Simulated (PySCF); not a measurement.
## Optical rotation: `C=C[C@H]1O[C@H](C#N)[GeH2]1`, C$_{5}$H$_{7}$GeNO

Geometry:
```json
{"atom": "C1", "x (Å)": "2.670", "y (Å)": "-0.905", "z (Å)": "0.092"}
{"atom": "C2", "x (Å)": "1.718", "y (Å)": "-0.063", "z (Å)": "0.458"}
{"atom": "C3", "x (Å)": "0.284", "y (Å)": "-0.261", "z (Å)": "0.171"}
{"atom": "O4", "x (Å)": "-0.553", "y (Å)": "0.257", "z (Å)": "1.195"}
{"atom": "C5", "x (Å)": "-1.769", "y (Å)": "0.612", "z (Å)": "0.538"}
{"atom": "C6", "x (Å)": "-2.675", "y (Å)": "-0.488", "z (Å)": "0.386"}
{"atom": "N7", "x (Å)": "-3.359", "y (Å)": "-1.388", "z (Å)": "0.201"}
{"atom": "Ge8", "x (Å)": "-0.707", "y (Å)": "0.929", "z (Å)": "-1.177"}
{"atom": "H9", "x (Å)": "2.446", "y (Å)": "-1.818", "z (Å)": "-0.435"}
{"atom": "H10", "x (Å)": "3.708", "y (Å)": "-0.712", "z (Å)": "0.300"}
{"atom": "H11", "x (Å)": "1.948", "y (Å)": "0.848", "z (Å)": "0.995"}
{"atom": "H12", "x (Å)": "0.050", "y (Å)": "-1.315", "z (Å)": "-0.036"}
{"atom": "H13", "x (Å)": "-2.253", "y (Å)": "1.433", "z (Å)": "1.073"}
{"atom": "H14", "x (Å)": "-0.224", "y (Å)": "2.372", "z (Å)": "-1.255"}
{"atom": "H15", "x (Å)": "-1.289", "y (Å)": "0.506", "z (Å)": "-2.528"}
```

Level of theory: TDDFT CAM-B3LYP/aug-cc-pVDZ circular dichroism and optical rotation, one conformer, gas phase (PySCF 2.14.0). Geometry: GFN2-xTB.

The molecule is flexible and this is one conformer; a measurement averages over conformers. The calculation is non-relativistic, which matters for the atoms heavier than Zn.

Stereocentres: C3 S, C5 S.

(1) What is the specific rotation at 633, 589.3, 546, 436, 405, 365, 355 nm?

(2) And for the mirror image at 589.3 nm?

(3) What is the molar rotation [Φ] = [α]·M/100 of the geometry above at 589.3 nm?

## Answers

(1) [α] in deg dm⁻¹ (g/mL)⁻¹:
| λ (nm) | origin-invariant length gauge | modified velocity gauge | length gauge (centre of mass) | isotropic polarisability (au) |
| --- | --- | --- | --- | --- |
| 633 | -541.2 | -536.1 | -539.9 | 104.7 |
| 589.3 | -645.4 | -639.3 | -643.9 | 105.3 |
| 546 | -783.8 | -776.1 | -782.0 | 106.1 |
| 436 | -1464.6 | -1449.5 | -1461.7 | 109.6 |
| 405 | -1842.0 | -1822.4 | -1838.5 | 111.3 |
| 365 | -2623.9 | -2594.5 | -2619.2 | 114.4 |
| 355 | -2906.2 | -2873.2 | -2901.2 | 115.4 |

(2) +645.4 deg dm⁻¹ (g/mL)⁻¹ (origin-invariant length gauge): the same size and the opposite sign.

(3) With M = 169.75 g/mol, -1095.5 deg cm² dmol⁻¹ (origin-invariant length gauge).

The first excitation lies at 5.36 eV (231 nm) with R = -39.8 × 10⁻⁴⁰ esu² cm² (velocity form).
